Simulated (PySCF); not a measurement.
germanium monoxide (GeO), SMILES [O]=[Ge] (connectivity only; charge and spin as stated), neutral, multiplicity 1. Atoms are numbered in the order given.

```xyz
2

Ge     0.0000     0.0000    -0.3266
O      0.0000     0.0000     1.3063
```

Geometry: B3LYP-D3(BJ)/def2-TZVPD.

Level of theory: ωB97X/def2-TZVPD run with PySCF.

Isolated molecule, no solvent.

* **total energy**: -2152.28393 hartree
* **point group**: C∞v
* **highest occupied level**: -10.91 eV
* **lowest empty level**: -0.13 eV
* **orbital gap**: 10.78 eV
* **dipole moment**: 3.66 D
* **quadrupole, principal values (traceless, Buckingham form, about the centre of nuclear charge)**: -6.62, 3.31, 3.31 D·Å
* **mean static polarisability**: 31.7 bohr³ (4.70 Å³)
* **polarisability, principal values**: 28.3, 28.3, 38.6 bohr³
